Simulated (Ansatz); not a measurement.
`[Cl][Ge]([Cl])([Cl])[Br]` + `CCNC` → `CC[N](C)[Ge]([Cl])([Cl])[Cl]` + HBr  (ligand exchange at a Ge–Br bond)

Calculated with Ansatz (gas phase, PBE0-D4/def2-TZVP geometries, no zero-point term in ΔE). CCSD(T)/CBS adds triple-zeta CCSD(T) − MP2 to the extrapolated MP2 energy (def2 sets, frozen cores). DFT in def2-TZVPP. B3LYP here is the variant with VWN-RPA as its local correlation; programs differ in this. HSE06 is defined as in plane-wave codes. For Br, Ge outer-core shells are correlated without core-valence functions, which leaves a few kJ/mol of doubt a bond. Scalar relativity is left out up to krypton. Each species was taken in one conformer, which may not be the lowest.

| level | ΔE (kcal/mol) | difference from CCSD(T)/CBS |
| --- | --- | --- |
| PBE-D4 | 12.1 | 2.6 |
| B3LYP-D4 | 11.4 | 1.9 |
| HSE06-D4 | 12.4 | 2.9 |
| ωB97M-V | 11.1 | 1.6 |
| B2PLYP | 12.3 | 2.8 |
| RPA@PBE/def2-TZVPP | 8.2 | -1.3 |
| MP2/def2-TZVPP | 8.7 | -0.8 |
| SCS-MP2/def2-TZVPP | 9.6 | 0.1 |
| CCSD(T)/def2-TZVPP | 8.7 | -0.8 |
| SCS-MP2/def2-QZVPP | 10.0 | 0.5 |
| CCSD(T)/CBS | 9.5 | 0 |

Task: What do rigid-rotor, harmonic-oscillator terms from PBE0-D4/def2-TZVP frequencies (298.15 K, 1 bar) make of the CCSD(T)/CBS value? (Estimate.)

Result: Ansatz gave: ΔZPE = -3.1 kcal/mol, ΔH = +7.3 kcal/mol, ΔS = -6 J/(mol·K), ΔG = +7.7 kcal/mol. Modes under 50 cm⁻¹ make the entropy rough.

Largest T1 diagnostic among the species: 0.010.

In def2-TZVPP, CCSD(T) changes the Hartree–Fock value by −7.0 kcal/mol (the triples alone add −0.9 kcal/mol) and MP2 by −7.0 kcal/mol. At CCSD(T), def2-SVP lies −2.7 kcal/mol from the extrapolated value and def2-TZVPP −0.8 kcal/mol. The D4 term adds −3.3 kcal/mol with B3LYP and −2.1 kcal/mol with PBE0; it sums over pairs of atoms, weighted by their polarisabilities, and B3LYP, whose exchange is more repulsive, gets the larger term.
